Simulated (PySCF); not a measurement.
SMILES c1coc(Cc2ccco2)c1 (C9H8O2) (GFN2-xTB optimised geometry):

```
19

C      3.342     0.589     3.474
C      3.203    -0.751     3.296
O      2.780    -1.021     2.048
C      2.646     0.159     1.407
C      2.134     0.149     0.000
C      0.638     0.149     0.000
C     -0.266    -0.870     0.056
C     -1.546    -0.262     0.085
C     -1.323     1.077     0.050
O     -0.004     1.337     0.000
C      2.975     1.185     2.242
H      3.663     1.092     4.363
H      3.367    -1.585     3.948
H      2.493     1.038    -0.519
H      2.494    -0.747    -0.507
H     -0.048    -1.918     0.072
H     -2.494    -0.758     0.127
H     -1.987     1.918     0.053
H      2.962     2.230     2.009
```

Computed with PySCF 2.14.0 with CAM-B3LYP/def2-SVP.

Problem. What are the frontier orbital energies and the dipole moment?

Solution. HOMO-2 -9.25 eV, HOMO-1 -7.85 eV, HOMO -7.34 eV, LUMO 1.40 eV, LUMO+1 2.11 eV; dipole moment 0.05 D.

Meta-Löwdin charges at CAM-B3LYP/def2-SVP: C1 -0.16, C2 0.04, O3 -0.25, C4 0.17, C5 -0.19, C6 0.17, C7 -0.18, C8 -0.16, C9 0.04, O10 -0.25, C11 -0.18, H12 0.12, H13 0.12, H14 0.12, H15 0.12, H16 0.12, H17 0.12, H18 0.12, H19 0.12.
